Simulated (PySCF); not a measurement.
The multiplicity is imposed and other spin states were not computed.

## [Ti(F)3(OCH3)] (charge 0, multiplicity 1)

These are TPSSh-D3(BJ)/def2-TZVP // PBE-D3(BJ)/def2-SVP (PySCF) values and carry that method's errors.

```json
{
 "HOMO": "-8.63 eV",
 "dipole_moment": "3.41 D",
 "HOMO–LUMO gap": "5.87 eV",
 "LUMO": "-2.75 eV",
 "charge on the central atom (Mulliken)": "1.64 e",
 "charge on the central atom (meta-Löwdin)": "1.57 e",
 "total_energy": "-1264.6162 Ha",
 "cost": "very roughly 5 core-minutes"
}
```

```xyz
9

Ti     0.0653     0.0524    -0.1140
F     -0.5535     0.3545     1.5037
F     -0.3896     1.3810    -1.1718
F      1.8179    -0.0745    -0.0556
O     -0.6090    -1.4416    -0.7288
C     -1.1438    -2.6332    -1.2235
H     -1.7206    -2.4413    -2.1544
H     -1.8244    -3.0923    -0.4738
H     -0.3311    -3.3561    -1.4533
```
Charge 0, spin multiplicity 1.
